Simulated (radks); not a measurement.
The nuclear charge of neutral aluminium is varied continuously with 13 electrons held in [Ne] 3s2 3p1. Method: non-relativistic Kohn-Sham, r2SCAN, spin-unpolarised, spherical densities, point nucleus; meta-GGA in the generalised Kohn-Sham scheme; computed with a radial shooting solver on a logarithmic mesh with Libxc functionals. By the Hellmann-Feynman theorem dE/dZ = E(electron-nucleus)/Z, the electronic potential at the nucleus.

Z	E (hartree)	E(electron-nucleus)/Z (hartree)	HOMO	e(HOMO) (eV)	<r> HOMO (bohr)
12.8	-233.50666	-43.6241	3p	-1.380	3.745
12.9	-237.89113	-44.0654	3p	-1.997	3.554
13	-242.31971	-44.5060	3p	-2.663	3.391
13.1	-246.79232	-44.9461	3p	-3.374	3.249
13.2	-251.30892	-45.3858	3p	-4.129	3.123
13.3	-255.86946	-45.8250	3p	-4.925	3.010
13.4	-260.47390	-46.2638	3p	-5.762	2.908
13.5	-265.12221	-46.7024	3p	-6.639	2.815
13.6	-269.81436	-47.1406	3p	-7.554	2.729
13.7	-274.55032	-47.5786	3p	-8.508	2.650
13.8	-279.33007	-48.0163	3p	-9.499	2.576
13.9	-284.15357	-48.4538	3p	-10.528	2.508
14	-289.02082	-48.8911	3p	-11.593	2.444

The central difference of E at Z = 13 is -44.506 hartree, to compare with the third column; the second derivative is -4.4 hartree.
